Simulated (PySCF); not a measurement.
Task: What does the PBE0-D3(BJ)/def2-SVP structure of `C#CC(=O)/C=C\[O-]` look like in three dimensions? (Charge -1.)

Result: 
```
atom  x, y, z in Å
C1    -2.429   -0.334   -0.276
C2    -1.341    0.120    0.016
C3    -0.097    0.814    0.413
O4    -0.224    1.985    0.812
C5     1.125    0.104    0.310
C6     1.343   -1.225   -0.136
O7     0.550   -2.077   -0.536
H8    -3.366   -0.782   -0.548
H9     2.005    0.677    0.621
H10    2.446   -1.496   -0.096
```

Orientation and origin are arbitrary. Atoms count from 1 in this order. C3 (ketone carbonyl carbon) is planar (angles 125.7°, 118.1° and 116.2°, sum 360.0°, 0.00 Å off the plane of its three neighbours). C6 (vinylic carbon bearing oxygen) is planar (angles 130.7°, 118.2° and 111.2°, sum 360.0°, 0.00 Å off the plane of its three neighbours). C5 (carbon bonded to 2 C and H) is planar (angles 128.7°, 117.1° and 114.2°, sum 360.0°, 0.00 Å off the plane of its three neighbours). The 7 heavy atoms lie in one plane (0.001 Å rms).

Bonds between heavy atoms (Å): C1≡C2 1.215, C2–C3 1.478, C3=O4 1.243, C3–C5 1.417, C5=C6 1.419, C6–O7 1.231.

Computed, not measured: PySCF 2.14.0, PBE0-D3(BJ)/def2-SVP geometry optimisation, gas phase.

Point group: Cs (every atom within 0.08 Å of its image). PBE0-D3(BJ)/def2-SVP frequencies: not computed here. Torsions: C2–C3–C5–C6 0°.

The run took 39 s of wall time on one thread of an Arm Neoverse V1, shared host with 32 logical CPUs at a one-minute load of 12, and the process peaked at 0.59 GiB of memory. That covers the optimisation of the geometry.

One conformer stands for the species.
